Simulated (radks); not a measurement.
Radial electron density D(r) = 4 pi r^2 rho(r) of an atom or ion with 20 electrons. All-electron calculation, non-relativistic Kohn-Sham, r2SCAN, spin-polarised, spherical densities, point nucleus; meta-GGA in the generalised Kohn-Sham scheme. Program: a radial shooting solver on a logarithmic mesh with Libxc functionals.

| r (bohr) | D(r) (e/bohr) | spin D(r) |
|---|---|---|
| 0.006853 | 3.959 | -0.000165 |
| 0.007726 | 4.827 | -0.000201 |
| 0.008711 | 5.853 | -0.000244 |
| 0.009822 | 7.056 | -0.000294 |
| 0.01099 | 8.349 | -0.000348 |
| 0.01239 | 9.927 | -0.000415 |
| 0.01397 | 11.70 | -0.000490 |
| 0.01575 | 13.67 | -0.000574 |
| 0.01775 | 15.79 | -0.000667 |
| 0.01986 | 17.87 | -0.000759 |
| 0.02239 | 20.15 | -0.000865 |
| 0.02525 | 22.38 | -0.000976 |
| 0.02846 | 24.46 | -0.00109 |
| 0.03209 | 26.24 | -0.00121 |
| 0.0359 | 27.53 | -0.00132 |
| 0.04047 | 28.38 | -0.00145 |
| 0.04563 | 28.60 | -0.00160 |
| 0.05145 | 28.18 | -0.00176 |
| 0.05801 | 27.17 | -0.00193 |
| 0.06489 | 25.86 | -0.00207 |
| 0.07316 | 24.29 | -0.00213 |
| 0.08249 | 22.91 | -0.00191 |
| 0.093 | 22.06 | -0.00106 |
| 0.1049 | 22.06 | 0.00108 |
| 0.1182 | 23.03 | 0.00557 |
| 0.1322 | 24.75 | 0.0135 |
| 0.1491 | 27.13 | 0.0283 |
| 0.1681 | 29.48 | 0.0529 |
| 0.1895 | 31.09 | 0.0917 |
| 0.2137 | 31.34 | 0.150 |
| 0.239 | 30.00 | 0.226 |
| 0.2695 | 26.89 | 0.338 |
| 0.3039 | 22.55 | 0.484 |
| 0.3426 | 17.81 | 0.668 |
| 0.3863 | 13.66 | 0.887 |
| 0.4321 | 11.03 | 1.12 |
| 0.4872 | 9.867 | 1.38 |
| 0.5493 | 10.21 | 1.63 |
| 0.6193 | 11.37 | 1.84 |
| 0.6983 | 12.44 | 1.96 |
| 0.781 | 12.71 | 1.99 |
| 0.8806 | 11.92 | 1.89 |
| 0.9929 | 10.14 | 1.70 |
| 1.119 | 7.803 | 1.43 |
| 1.262 | 5.414 | 1.12 |
| 1.423 | 3.378 | 0.815 |
| 1.592 | 1.972 | 0.563 |
| 1.795 | 0.9954 | 0.347 |
| 2.024 | 0.4494 | 0.194 |
| 2.282 | 0.1817 | 0.0964 |
| 2.572 | 0.06569 | 0.0420 |
| 2.877 | 0.02287 | 0.0169 |
| 3.244 | 0.006504 | 0.00542 |
| 3.658 | 0.001586 | 0.00143 |

What is the nuclear charge?

Answer. Z = 24. The innermost maximum, from 1s, lies near 1/Z = 0.0417 bohr (found: 0.0449), and its height grows with Z. The density is that of the chromium ion Cr4+ in [Ar] 3d2; the configuration itself is not fixed sharply by these data, and Z only to about a unit. D(r) has 3 maxima, at r = 0.0449, 0.205, 0.763 bohr, and minima at 0.0992, 0.499 bohr, inside which lie 2.13, 10.48 electrons.
